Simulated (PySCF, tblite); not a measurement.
Isomers of C4H9O2PSi. Level: GFN2-xTB in tblite, geometry and Hessian alike; calculated harmonic values, unscaled, isolated species. This tight-binding method is rough: wavenumbers can miss measured ones by several per cent, in bad cases by 10 to 20. Modes of hydrogen on phosphorus and silicon can be 10 to 20 % off. One conformer each.

Electronic energies: PBE0/pcSseg-1 single points on the GFN2-xTB geometries (PySCF, gas phase).

```json
{"SMILES": "C=C(O[SiH2]P)C(C)=O", "electronic energy, lowest = 0 (kJ/mol)": "24.2"}
{"SMILES": "C[C@@H]([SiH2]P)C(=O)C=O", "electronic energy, lowest = 0 (kJ/mol)": "100.6"}
{"SMILES": "CO[C@@H]1C(=O)C[Si@@H]1P", "electronic energy, lowest = 0 (kJ/mol)": "173.4"}
{"SMILES": "CO[C@@H]1C(=O)C[Si@H]1P", "electronic energy, lowest = 0 (kJ/mol)": "145.1"}
{"SMILES": "CC(=O)/C=C\\O[SiH2]P", "electronic energy, lowest = 0 (kJ/mol)": "45.6"}
{"SMILES": "C=CCC(=O)O[SiH2]P", "electronic energy, lowest = 0 (kJ/mol)": "0.0"}
```

**Question.** How do GFN2-xTB zero-point energies change the relative energies?

**Answer.** 
```tsv
SMILES	ZPE (kJ/mol)	of it from modes above 1550 cm⁻¹	electronic (kJ/mol)	with ZPE, lowest = 0 (kJ/mol)	lowest mode (cm⁻¹)	rings
C=CCC(=O)O[SiH2]P	308.2	166.8	0.0	0.0	20	0
C=C(O[SiH2]P)C(C)=O	307.8	167.4	24.2	23.8	52	0
CC(=O)/C=C\O[SiH2]P	305.5	166.2	45.6	42.9	25	0
C[C@@H]([SiH2]P)C(=O)C=O	304.0	164.6	100.6	96.3	16	0
CO[C@@H]1C(=O)C[Si@H]1P	312.1	158.0	145.1	148.9	58	1
CO[C@@H]1C(=O)C[Si@@H]1P	314.2	158.3	173.4	179.4	63	1
```

The zero-point energies span 10.2 kJ/mol, from `C[C@@H]([SiH2]P)C(=O)C=O` to `CO[C@@H]1C(=O)C[Si@@H]1P`. The order is unchanged.

**Question.** And how do the electronic energies of GFN2-xTB itself compare?

**Answer.** `C=CCC(=O)O[SiH2]P` 0.0; `C=C(O[SiH2]P)C(C)=O` 23.8; `CC(=O)/C=C\O[SiH2]P` 49.7; `C[C@@H]([SiH2]P)C(=O)C=O` 211.3; `CO[C@@H]1C(=O)C[Si@H]1P` 225.3; `CO[C@@H]1C(=O)C[Si@@H]1P` 218.0 kJ/mol, lowest = 0. Against the energies above, taken from the same isomer `C=CCC(=O)O[SiH2]P`, the largest difference is 110.7 kJ/mol.

**Question.** What do entropy and thermal enthalpy add at 298.15 K and 1 bar (rigid rotor, harmonic oscillator, one conformer each)?

**Answer.** 
```
                  SMILES  point group  symmetry number  S (J/(mol K))  H − H(0) (kJ/mol)  ZPE + H − H(0) − TS (kJ/mol)
     C=C(O[SiH2]P)C(C)=O           C1                1          429.6              31.21                         211.0
     CC(=O)/C=C\O[SiH2]P           C1                1          462.4              33.11                         200.7
 CO[C@@H]1C(=O)C[Si@H]1P           C1                1          431.7              30.96                         214.3
CO[C@@H]1C(=O)C[Si@@H]1P           C1                1          419.9              30.05                         219.1
```

Not tabulated: `C=CCC(=O)O[SiH2]P` (lowest mode only 20 cm⁻¹); `C[C@@H]([SiH2]P)C(=O)C=O` (lowest mode only 16 cm⁻¹).
